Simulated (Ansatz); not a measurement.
The same path of FH + FH3Si + H2O (10 atoms, charge 0, multiplicity 1) was run twice with different band settings. Lost on the way: Si1–F2, H6–O7, H8–F9. Made: Si1–O7, F2–H8, H6–F9.

Level of theory: RKS B3LYP-D4/def2-SVP in Ansatz.

Relaxed end points:

```xyz
10
Properties=species:S:1:pos:R:3
Si -0.972 0.243 -1.054
F -0.681 -1.123 -0.144
H -1.599 1.293 -0.220
H 0.252 0.642 -1.780
H -1.985 -0.241 -2.036
H 1.430 0.204 0.975
O 0.906 1.011 0.814
H 0.657 -1.597 0.667
F 1.493 -1.618 1.105
H 0.498 1.187 1.673
```

```xyz
10
Properties=species:S:1:pos:R:3
Si -0.728 0.776 -0.743
F -0.026 -2.020 -0.395
H -1.123 2.199 -0.972
H 0.196 0.328 -1.804
H -1.957 -0.043 -0.631
H 1.202 -0.314 1.063
O 0.173 0.777 0.714
H 0.712 -1.886 0.186
F 1.731 -1.120 1.141
H -0.180 1.303 1.442
```

Common settings: climbing image yes; spring 5.0 eV/Å²; optimiser quadratic models (default); start path through a guess of the saddle point; force threshold 0.05 eV/Å; iteration limit 60; end points relaxed.

| run | movable images |
| --- | --- |
| 1 | 9 |
| 2 | 2 |

Task: What does each run give, and how far can it be trusted?

Result: Run 1: converged after 37 iterations, highest image 0.648 eV above the first end. The profile has 2 maxima (images 2, 5) with wells between them (image 3): this band takes more than one step, which may be the mechanism or a detour left from its start path. A vibrational analysis at the climbing image gives one clearly imaginary mode, 638i cm⁻¹: a first-order saddle point.
Run 2: converged after 13 iterations, highest image 0.649 eV above the first end. Another band between the same ends (9 images) ends at a top of the same energy, where a vibrational analysis finds 1 clearly imaginary mode. So few images can step over the top or miss a turn of the path.
The orbitals stay closed-shell, which can raise the energy where a bond breaks towards radicals; this wasn't checked here.
